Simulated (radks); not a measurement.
Trend from Sc to Zn: ionisation energy by Delta-SCF between NIST ground configurations, and size. Method: Dirac Kohn-Sham, LDA (Slater exchange, Perdew-Wang correlation), spin-unpolarised, spherical densities, finite nucleus; open shells are shared between the two j in proportion to 2j + 1; Fermi nuclear charge, rms radius of each element as measured or else 0.836 A^(1/3) + 0.57 fm; computed with a radial shooting solver on a logarithmic mesh with Libxc functionals.

species  configuration  configuration of the ion  IE (eV)  NIST (eV)  kind  outermost  <r> outermost (bohr)  r at 0.001 e/bohr^3 (bohr)
Sc        [Ar] 3d1 4s2              [Ar] 3d1 4s1    7.061      6.561  exp.      4s1/2                  3.69                        4.95
Ti        [Ar] 3d2 4s2              [Ar] 3d2 4s1    7.529      6.828  exp.      4s1/2                  3.48                        4.83
V         [Ar] 3d3 4s2                  [Ar] 3d4    7.365      6.746  exp.      4s1/2                  3.32                        4.72
Cr        [Ar] 3d5 4s1                  [Ar] 3d5    7.133      6.767  exp.      4s1/2                  3.40                        4.48
Mn        [Ar] 3d5 4s2              [Ar] 3d5 4s1    8.647      7.434  exp.      4s1/2                  3.07                        4.53
Fe        [Ar] 3d6 4s2              [Ar] 3d6 4s1    8.974      7.902  exp.      4s1/2                  2.96                        4.45
Co        [Ar] 3d7 4s2                  [Ar] 3d8    6.690      7.881  exp.      4s1/2                  2.87                        4.37
Ni        [Ar] 3d8 4s2                  [Ar] 3d9    6.548      7.640  exp.      4s1/2                  2.78                        4.30
Cu       [Ar] 3d10 4s1                 [Ar] 3d10    8.428      7.726  exp.      4s1/2                  2.89                        4.09
Zn       [Ar] 3d10 4s2             [Ar] 3d10 4s1   10.184      9.394  exp.      4s1/2                  2.63                        4.17

Reference values: NIST Atomic Spectra Database (measured). Spin polarisation and multiplet splitting are left out, so open shells lie too high by an amount that depends on their filling.

Beside tabulated values, note that spin-unpolarised runs miss the spin-polarisation part of the exchange energy of open shells.
